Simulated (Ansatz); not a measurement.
`F[SiH](F)O[SiH2]S` and `O[SiH](O)O[SiH](F)F` differ in one atom or group.

Ansatz, PBE0-D4/def2-TZVP geometries, multiplicity 1. Each molecule was computed in one conformer, which needn't be the lowest.

| property | `F[SiH](F)O[SiH2]S` |
| --- | --- |
| size of the dipole moment (PBE/def2-TZVPP) / D | 1.16 |
| size of the dipole moment (B3LYP/def2-TZVPP) / D | 1.17 |
| HOMO–LUMO gap (PBE/def2-TZVPP) / eV | 5.88 |
| HOMO–LUMO gap (ωB97M-V/def2-TZVPP) / eV | 11.98 |
| HOMO–LUMO gap (B3LYP/def2-TZVPP) / eV | 7.47 |
| LUMO energy (PBE/def2-TZVPP) / eV | -0.86 |

**Question.** Give the same properties after the change, and the shifts. (An estimate is asked.)

**Answer.** Ansatz gave: 
| property | `O[SiH](O)O[SiH](F)F` | shift |
| --- | --- | --- |
| size of the dipole moment (PBE/def2-TZVPP) / D | 2.11 | 0.95 |
| size of the dipole moment (B3LYP/def2-TZVPP) / D | 2.16 | 0.99 |
| HOMO–LUMO gap (PBE/def2-TZVPP) / eV | 7.36 | 1.48 |
| HOMO–LUMO gap (ωB97M-V/def2-TZVPP) / eV | 13.87 | 1.89 |
| HOMO–LUMO gap (B3LYP/def2-TZVPP) / eV | 9.33 | 1.86 |
| LUMO energy (PBE/def2-TZVPP) / eV | -0.37 | 0.49 |

With PBE0 the HOMO falls by 1.49 eV and the LUMO rises by 0.47 eV, so the gap widens by about 1.96 eV. PBE moves the HOMO by -1.00 eV and ωB97M-V by -1.72 eV. Dipoles are sizes alone; their direction can turn.

B3LYP here is the variant with VWN-RPA as its local correlation; programs differ in this.
